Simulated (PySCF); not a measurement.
## Calculated NMR parameters of C#CC1=CC=C[Si@@H]1C#N

| Item | Value |
| --- | --- |
| Formula | C7H5NSi |
| SMILES | C#CC1=CC=C[Si@@H]1C#N |
| Point group of the computed structure | C1 |
| Degrees of unsaturation | 7 |
| Carbon signals | 7 |
| Proton signals | 5 |

Numbering as in the mapped SMILES `[CH:1]#[C:2][C:3]1=[CH:4][CH:5]=[CH:6][Si@@H:7]1[C:8]#[N:9]`; H(Xn) means a hydrogen on atom n.

PySCF calculation with GFN2-xTB geometry and shielding tensors at PBE0/pcSseg-1 (GIAO); relativity neglected, one conformer, gas phase.

Shifts are taken against calculated references (same method and geometry level): TMS for 1H, 13C, 29Si; 15N vs NH3.

| carbon | δC, type | δH (multiplicity) | HMBC from (2–3 bonds) | span of the C tensor (ppm) |
| --- | --- | --- | --- | --- |
| C1 | 101.6, CH | 3.63 (s) | – | 132 |
| C2 | 86.2, C | – | H(C4), H(Si7), H(C1) | 298 |
| C3 | 129.5, C | – | H(C4), H(C5), H(C6), H(Si7), H(C1) | 200 |
| C4 | 163.9, CH | 7.47 (m) | H(C5), H(C6), H(Si7) | 237 |
| C5 | 160.3, CH | 7.43 (m) | H(C4), H(C6), H(Si7) | 236 |
| C6 | 130.2, CH | 5.94 (m) | H(C4), H(C5), H(Si7) | 211 |
| C8 | 120.5, C | – | H(C6), H(Si7) | 333 |

Other nuclei:
```
 atoms  nucleus                                                environment  δ (ppm)  σ (ppm)
H(Si7)       1H  hydrogen on a silicon bonded to 3 C, in a 5-membered ring     4.89    26.83
   Si7     29Si             silicon bonded to 3 C, H, in a 5-membered ring    -51.1    400.2
    N9      15N                                           nitrile nitrogen    367.9   -100.2
```

1. Carbon types of the structure: 3 × C, 4 × CH, leaving 1 H on heteroatoms.
2. δC 163.9, 160.3, 130.2: alkene CH; the olefinic region.
3. δC 129.5: fully substituted alkene carbon; an sp2 carbon of a C=C bond.
4. δC 120.5: nitrile carbon; this is the usual window of a C≡N carbon, which has no attached hydrogen.
5. δC 101.6: terminal alkyne carbon; the triple bond shields along its axis, which puts it between sp3 and sp2 carbons.
6. δC 86.2: alkyne carbon; the triple bond shields along its axis, which puts it between sp3 and sp2 carbons.

Shifts are as computed. Against solution values, carbons near 30 ppm lie about +3 ppm off and those near 130 ppm about +5 ppm. Of 1309 compounds with measured shifts, 239 miss one by over three times the rms of a fit or turn the order of signals round; such compounds aren't used in these exercises. Experimental scales use liquid or dissolved standards, which lie at an offset from isolated NH3 (liquid NH3: subtract about 20 ppm). Unscaled 15N shifts of sp2 nitrogen come out 20 to 40 ppm too high even then. Multiplicities follow the n + 1 count of equivalent neighbours, as no J values were calculated; m marks all less simple cases, F and P coupling included.
